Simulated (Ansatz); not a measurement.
Basis sets compared for Na7S3⁺. Total charge 1; singlet. Geometry r2SCAN-D4/def2-SVP. Ansatz on 4 threads of Arm Neoverse N1 on a shared host; times are rough, and most runs start from earlier orbitals.

```tsv
atom	x (Å)	y (Å)	z (Å)
Na1	4.0042	-2.7662	0.3677
Na2	2.1628	1.2144	-0.7456
Na3	-4.0241	-1.4912	2.3273
Na4	-0.5650	2.6532	-4.0572
Na5	0.4538	-0.8372	2.4094
Na6	-0.2963	-0.8118	-0.6879
Na7	-1.8061	1.8439	0.2203
S8	-1.9493	-0.4288	1.4875
S9	-0.1677	1.7090	-1.8016
S10	2.1878	-1.0853	0.4800
```

The structure comes from a short search, and lower isomers may exist.

| level | functions | energy (Eh) | HOMO (eV) | LUMO (eV) | wall time |
| --- | --- | --- | --- | --- | --- |
| PBE-D4/def2-SVP | 159 | -2328.7859 | -6.20 | -4.03 | 7.5 s |
| PBE0-D4/def2-SVP | 159 | -2328.9979 | -7.10 | -3.41 | 10 s |

Problem. Estimate the rows for PBE-D4/def2-TZVP (with forces), PBE0-D4/def2-TZVP.

Solution. 
| level | functions | energy (Eh) | HOMO (eV) | LUMO (eV) | wall time |
| --- | --- | --- | --- | --- | --- |
| PBE-D4/def2-TZVP (with forces) | 335 | -2329.5942 | -6.28 | -4.08 | 18 s |
| PBE0-D4/def2-TZVP | 335 | -2329.7957 | -7.18 | -3.45 | 39 s |
